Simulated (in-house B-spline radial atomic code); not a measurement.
## Excitations of Cr VII (Cr6+) by several methods

Full response, energies in eV; labels give the largest channel, * marks a mixed state, a dash one above the method's threshold, and an imaginary frequency an unstable closed-shell reference. Computed with a B-spline radial code for spherical atoms: linear response of the closed shell [Ne] 3s2 3p6 with each method's own kernel (bare exchange for TDHF, static screening on G0W0 levels for BSE, the adiabatic kernel for functionals); non-relativistic, point nucleus, no spin-orbit coupling, no double excitations, S, P, D and F terms only. Only terms of natural parity with L up to 3 were computed.

```csv
method,3p → 3d 3P,3p → 3d 3F,3p → 3d 1F,α (bohr³)
TDHF,41.39,42.58,47.19,0.8184
BSE on G0W0@HF,42.22,43.57,47.70,0.8128
LDA VWN5,42.35,43.42,46.86,0.8198
PBE,?,?,?,?
PBE0,42.16,42.82,47.05,0.817
B3LYP (VWN-RPA),42.04,42.68,46.62,0.8188
CAM-B3LYP,42.02,42.71,46.64,0.8194
LC-wPBE,42.36,42.85,46.95,0.8172
wB97X,42.56,43.33,46.97,0.8141
HSE06,42.20,42.84,47.07,0.817
BHandHLYP,?,?,?,?
BLYP,42.04,42.45,46.37,0.8197
PBEsol,42.26,42.97,46.91,0.8185
BP86,42.35,42.69,46.70,0.817
LDA exchange-only,41.77,43.01,46.86,0.8238
B97-1,42.30,42.97,46.68,0.8173
RPBE,42.27,42.67,46.80,0.8177
OLYP,42.04,43.03,46.91,0.8144
```

What does PBE give?

3p → 3d 3P: 42.26; 3p → 3d 3F: 42.70; 3p → 3d 1F: 46.80; α: 0.8179 (eV, bohr³).

What does BHandHLYP give?

3p → 3d 3P: 41.84; 3p → 3d 3F: 42.68; 3p → 3d 1F: 46.85; α: 0.8185 (eV, bohr³).
